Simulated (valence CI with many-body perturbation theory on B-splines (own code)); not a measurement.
## Questions on Rb XVII

Level of theory: valence CI with perturbative core correlation (CI+MBPT): three valence electrons over a frozen Dirac-Fock core [Ar], radial functions for each j: 7 s, 7 p, 8 d, 6 f, 4 g, 1 h, with the one-electron correlation potential Σ1 (screened to all orders), the two-electron term Σ2, the three-electron term Σ3, Breit, model QED; selected single and double excitations, second order for the rest, scaled by the run's own slope (own B-spline code, finite nucleus).

No measured spectrum was set against this ion. As an estimate, terms of the open shell hold to 2 to 4 % of their energy, and close levels can change places. Only levels of the ground parity were solved; by the run's estimate the other parity begins above the list, which can be wrong where configurations are misplaced.

Names give the largest LS component (configuration and term), which can be under half, so a name can repeat, a term be missing and a line seem to break the LS rules; names also repeat where a configuration has a term twice.

Rates and lifetimes use the calculated energies. Strong lines usually hold to 10 to 20 %, long lifetimes can be off by a factor of two.

(1) What is the ground level?

(2) How well does LS coupling describe the low levels?

(3) What is the ionisation energy?

(4) How is the term 4F of the ground level split?

Answers

(1) 3d3 4F_3/2, composition 96 % 3d3 4F + 4 % 3d3 2D, g = 0.416.

(2) Among the lowest 19 levels the leading LS term, summed over configurations, holds 86 % on average. For single configurations the figures are 86 % in LS and 70 % in jj coupling. Terms mix most in the J = 3/2 level at 67564 cm⁻¹, where the leading one holds 54 %.

(3) 601.58 eV; NIST lists 601 ± 3 eV (theoretical).

(4) J = 3/2 at 0.0, J = 5/2 at 7141, J = 7/2 at 14954, J = 9/2 at 22620 cm⁻¹.
